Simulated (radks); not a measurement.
Initial-state core-level shifts of the iodine ion I3+ when its valence configuration changes from [Kr] 4d10 5s2 5p2. All-electron calculation, Dirac Kohn-Sham, PBE, spin-unpolarised, spherical densities, finite nucleus; open shells fill j = l - 1/2 first; Fermi nuclear charge, rms radius 4.75 fm. Program: a radial shooting solver on a logarithmic mesh with Libxc functionals. Shifts are changes of the shell-averaged eigenvalues in eV (positive: less bound); the change of the density at the nucleus, which sets a Mossbauer isomer shift, is in e/bohr^3, on a base of 2.491e+05.

[
 {"valence": "4d10 5p4", "1s": "-3.015", "2s": "-2.939", "3s": "-2.980", "3p": "-2.977", "density at nucleus": "-170.92"},
 {"valence": "4d8 5p6", "1s": "-23.227", "2s": "-24.449", "3s": "-23.304", "3p": "-23.306", "density at nucleus": "-141.13"},
 {"valence": "4d9 5s2 5p3", "1s": "-10.114", "2s": "-10.725", "3s": "-10.178", "3p": "-10.180", "density at nucleus": "+27.70"},
 {"valence": "4d10 5s1 5p3", "1s": "-1.522", "2s": "-1.484", "3s": "-1.504", "3p": "-1.503", "density at nucleus": "-84.26"},
 {"valence": "4d9.5 5s2 5p2.5", "1s": "-5.032", "2s": "-5.330", "3s": "-5.068", "3p": "-5.069", "density at nucleus": "+13.69"},
 {"valence": "4d10 5s1.5 5p2.5", "1s": "-0.765", "2s": "-0.746", "3s": "-0.756", "3p": "-0.755", "density at nucleus": "-41.82"},
 {"valence": "4d9 5s1 5p4", "1s": "-11.577", "2s": "-12.155", "3s": "-11.628", "3p": "-11.628", "density at nucleus": "-63.32"},
 {"valence": "4d8 5s2 5p4", "1s": "-20.430", "2s": "-21.708", "3s": "-20.525", "3p": "-20.530", "density at nucleus": "+56.65"},
 {"valence": "4d9 5s0.5 5p4.5", "1s": "-12.299", "2s": "-12.860", "3s": "-12.343", "3p": "-12.343", "density at nucleus": "-109.70"}
]
